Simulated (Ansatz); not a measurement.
Frontier orbitals of CH7AlOSSi, SMILES `[AlH2][O]C[SiH2]S`.

Charge 0, multiplicity 1. The structure was optimised at the PBE0-D4/def2-TZVP level. It is one conformer, not always the lowest. Basis def2-TZVPP, the Gaussian-basis code of Ansatz.

Orbital energies of one run (eV). Highest occupied ones, from the top: -5.86, -6.56, -6.96, -7.52, -7.87, -8.41, -9.14, -9.25, -10.23, -11.08, -12.06, -12.68, -16.54, -17.97. Empty: -1.86, -0.70, -0.24, -0.11, 0.23, 0.56.

Task: Which functional gave them?
A. LC-ωPBE
B. BLYP
C. r2SCANh
D. r2SCAN

Result: B. HOMO energies: BLYP -5.86, r2SCANh -6.72, LC-ωPBE -9.93, r2SCAN -6.28 eV.

LC-ωPBE has ω = 0.4 bohr⁻¹.
